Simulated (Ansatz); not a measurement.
Z-matrix (Å, degrees):
```
C
Sn 1 2.781
Si 1 1.920 2 62.5
O 1 1.423 2 44.0 3 -179.3
H 1 1.098 2 126.3 3 -97.2
H 1 1.098 2 125.5 3 97.5
H 2 1.712 1 121.5 3 -107.7
H 2 1.712 1 122.0 3 107.5
H 3 1.489 1 116.6 2 115.0
H 3 1.489 1 116.4 2 -114.8
```

Total charge 0; spin multiplicity 1. Sn: def2 effective core potential.

**Question.** List the ωB97M-V/def2-TZVPP orbital energies in eV (Ansatz 0.2.0). (Estimate.)

**Answer.** The calculation gave: Occupied: -1807.18, -525.22, -282.36, -148.27, -143.06, -102.41, -102.36, -102.34, -97.68, -97.59, -97.57, -31.66, -31.21, -31.20, -31.14, -31.12, -29.31, -20.94, -18.18, -15.91, -14.90, -14.21, -13.23, -12.23, -11.65, -9.72, -9.65, -9.54. Lowest empty: 0.46, 1.08, 1.88, 2.32, 2.50, 2.98, 3.18, 3.77.
